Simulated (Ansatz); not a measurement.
`[O]=[W]([OH])(=[S])[Cl]`, relaxed with RKS PBE-D4/def2-SVP in the Gaussian-basis code of Ansatz from a rough embedded geometry. The force threshold is 0.03 eV/Å; the program also tests the step.

Total charge 0; spin multiplicity 1. W: def2 effective core potential.

Start:

```xyz
6

O     1.995    0.106   -0.647
W     0.432    0.498    0.697
O     0.247   -1.263    0.469
S    -2.326    1.060    0.342
Cl    0.090    1.427   -0.842
H    -0.439   -1.829   -0.019
```

```csv
step,energy (eV),largest force (eV/Å),largest move (Å)
1,-29264.3188,19.000,0.000
2,-29268.1276,5.699,0.195
3,-29269.6628,3.928,0.098
4,-29270.9860,4.791,0.146
5,-29271.6739,3.112,0.199
6,-29272.6150,1.441,0.197
7,-29273.5448,1.903,0.196
8,-29274.5243,2.741,0.197
9,-29275.5354,2.878,0.196
10,-29276.3654,2.093,0.200
11,-29276.8693,0.932,0.200
12,-29277.0075,0.203,0.200
13 (rejected),-29277.0062,0.276,0.077
14,-29277.0166,0.077,0.038
15,-29277.0179,0.051,0.016
16,-29277.0183,0.024,0.011
```

End:

```xyz
6

O     1.681    0.785    0.735
W     0.188    0.361    0.002
O     0.120   -1.519   -0.117
S    -1.390    1.071    1.280
Cl    0.029    1.400   -2.028
H    -0.629   -2.096    0.127
```

Hardware: 4 threads of a server CPU on a shared host. Wall time 53 s, peak host memory 0.22 GiB.
